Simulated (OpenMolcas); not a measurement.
## Ag7+: effect of the active space

```yaml
Program: OpenMolcas 26.06
Method: SS-CASPT2 or its RAS form, IPEA 0.25 Eh, imaginary shift 0.1 Eh
Basis: ANO-RCC-VTZP
Scalar_Hamiltonian: DKH2, point nucleus
Spin-orbit_coupling: RASSI with atomic mean-field integrals over the reference wave functions, term energies averaged over their components
```

A. 4 electrons in 5 orbitals (4d); 2S+1 = 5 even, 5 roots; 2S+1 = 3 even, 45 roots; 2S+1 = 1 even, 50 roots; closed shells correlated: 4s 4p; CASPT2 step about 17 core-seconds
B. 10 electrons in 8 orbitals (RAS1 4p, at most 2 holes; RAS2 4d); 2S+1 = 5 even, 5 roots; 2S+1 = 3 even, 45 roots; 2S+1 = 1 even, 49 roots; closed shells correlated: 4s; CASPT2 step roughly 80 core-seconds
C. 4 electrons in 10 orbitals (4d 5d); 2S+1 = 5 even, 5 roots; 2S+1 = 3 even, 45 roots; 2S+1 = 1 even, 49 roots; closed shells correlated: 4s 4p; CASPT2 step roughly 15 core-minutes

Energies in cm⁻¹ above 4d⁴ ⁵D₀, the measured ground level; measured values from Atoms 5, 11 (2017), spectra Ag VII to Ag IX.

```
            Level      A      B      C  Measured
          4d⁴ ⁵D₀    0.0    0.0    0.0       0.0
          4d⁴ ⁵D₁   1256   1284   1250      1340
          4d⁴ ⁵D₂   3070   3130   3060      3212
          4d⁴ ⁵D₃   5100   5200   5100      5292
          4d⁴ ⁵D₄   7230   7370   7260      7443
       4d⁴ ³P₀(1)  21820  22150  21800     21309
   4d⁴ ³H₄ [69 %]  24330  24350  24260     23302
       4d⁴ ³P₁(1)  26880  27370  26870     26526
          4d⁴ ³H₅  27160  27260  27140     26250
   4d⁴ ³G₃ [50 %]  27890  28070  27830          
       4d⁴ ³F₂(1)  28770  29030  28700     28051
          4d⁴ ³H₆  29090  29160  29100     28185
4d⁴ ³F₄(1) [52 %]  30280  30610  30250          
       4d⁴ ³P₂(1)  32670  33340  32690     32134
4d⁴ ³F₃(1) [51 %]  33740  34210  33700          
   4d⁴ ³G₄ [58 %]  33820  34230  33810     32698
          4d⁴ ³G₅  35980  36310  36030     35077
          4d⁴ ³D₃  38240  38760  38250     36879
   4d⁴ ³D₂ [69 %]  39430  39810  39410     38402
          4d⁴ ³D₁  40350  40880  40310     39191
          4d⁴ ¹I₆  41080  40960  41140     39744
4d⁴ ¹G₄(1) [72 %]  44200  44770  44240     43104
       4d⁴ ¹D₂(1)  50150  50430  50180          
          4d⁴ ¹F₃  53930  54160  53970     52004
```

Deviations, from unrounded energies. A percentage is the sum of absolute deviations over the sum of measured energies, with the sign that they share, or ± where signs differ.

| Against measurement | Levels | A | B | C |
| --- | --- | --- | --- | --- |
| mean absolute deviation (cm-1) | 19 | 820 | 1100 | 810 |
| fine structure of the ground term (%) | 4 | -3.7 | -1.7 | -3.6 |
| other terms of the ground configuration (%) | 15 | +3.0 | +3.9 | +3.0 |

A, C lie about equally close to measurement and B furthest from it. The largest miss of C in the table is 4d⁴ ¹F₃, by +2000 cm-1. The ranking rests on the paired levels alone, and a cruder setting can come out closer through cancelling errors.

The spin-orbit steps hold different terms of 4d⁴ (B lacks a ¹S; C lacks a ¹S), which shifts levels as well.

The two smallest mean deviations differ by little beside CASPT2's spread within terms, so their order carries little weight.

Among A to C the level of the table that moves most is 4d⁴ ³P₂(1), by 670 cm-1 (lowest in A, highest in B). Moves below CASPT2's spread within the term are not significant.

Term energies are means over components that CASPT2 splits; among the terms shown or strongly mixed into the levels shown the widest spread is 200 cm-1 (4d⁴ ¹G(1), C). Active for correlation alone: 4p; no level in the range computed is led by a configuration that opens it, so any true level of that kind is missing (holds for B). Active for correlation alone: 5d; no level in the range computed is led by a configuration that fills it, so any true level of that kind is missing (holds for C). Measured partners are found by configuration, term and J. A level has none where our copy of the source lacks it or the pairing is in doubt (some pairs that miss far off the trend of their configuration count as doubtful), and it then counts in no deviation. Levels of configurations outside the active space are missing. The table leaves out levels that lie high or whose names do not pair safely across all columns.

A share in square brackets marks a mixed level and gives the weight of the term that names it, the lowest over the columns. A number in round brackets counts repeated terms of one configuration in the order of the reference energies.
